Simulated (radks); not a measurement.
Q: The mean radii <r> (bohr) of the occupied orbitals of an atom or ion are listed with their occupations. All-electron calculation, Dirac Kohn-Sham, PBE, spin-unpolarised, spherical densities, finite nucleus; Fermi nuclear charge, rms radius of each element as measured or else 0.836 A^(1/3) + 0.57 fm. Program: a radial shooting solver on a logarithmic mesh with Libxc functionals.

orbital  occ.      <r>
1s1/2       2  0.02507
2s1/2       2   0.1070
2p1/2       2  0.08991
2p3/2       4  0.09601
3s1/2       2   0.2848
3p1/2       2   0.2747
3p3/2       4   0.2867
3d3/2       4   0.2577
3d5/2       6   0.2615
4s1/2       2   0.6542
4p1/2       2   0.6746
4p3/2       4   0.7015
4d3/2       4   0.7619
4d5/2       6   0.7715
5s1/2       2    1.555
5p1/2       2    1.738
5p3/2       4    1.813
5d3/2       1    2.571

Name the element and its charge. Open shells, if any, fill j = l - 1/2 first.

A: Z = 57, lanthanum, charge +2: La2+ in [Xe] 5d1. The 1s radius gives Z: for a bare nucleus <r> = (2 gamma + 1)/(2Z) with gamma = sqrt(1 - (Z/c)^2), 0.02473 bohr for Z = 57, and screening makes it slightly larger (0.02507 here). The occupations add up to 55, and the charge is Z minus that.
